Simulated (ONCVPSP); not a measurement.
# Ranking ONCV potentials for helium (He)

All share these settings but for the change named:

* Element: helium (He)
* Generator: ONCVPSP 4.0.1
* Type: optimised norm-conserving Vanderbilt (ONCV)
* Functional: LDA (Perdew-Wang 92)
* Relativity: scalar-relativistic
* Frozen core: none
* Valence charge: 2
* Reference configuration: 1s1.5 (charge +0.5)
* Partial waves: 1s: rc 0.60 bohr, ncon 4, nbas 7, qcut 8.9 1/bohr, 2 projectors, debl 3 Ha; p scattering state at 0.47 Ha: rc 0.65 bohr, ncon 4, nbas 7, qcut 13.5 1/bohr, 2 projectors, debl 2.8 Ha
* Local potential: polynomial inside 0.55 bohr (lpopt 5, dvloc0 0 Ha)
* Core correction: none

Cutoff: the first of the cutoffs (Ha) at which the residual kinetic energy of the hardest occupied pseudo-wave falls to 1 and 0.1 mHa per electron; the density cutoff is not measured.

The base gives 229 Ha.

Of 8 variants that were run, those that failed, showed a ghost or another fault, or gave nearly equal values are left out.

A variant can come out equal or close to the base.

Q: Rank these variants from softest to hardest (loose cutoff).
A. s: rc 0.8
B. s: rc 0.68
C. s: rc 0.48; local potential polynomial inside 0.48 bohr (lpopt 5, dvloc0 0 Ha)
D. s: rc 0.86
E. s: rc 0.62

A: D (40 Ha), A (46 Ha), B (114 Ha), E (210 Ha), C (379 Ha).
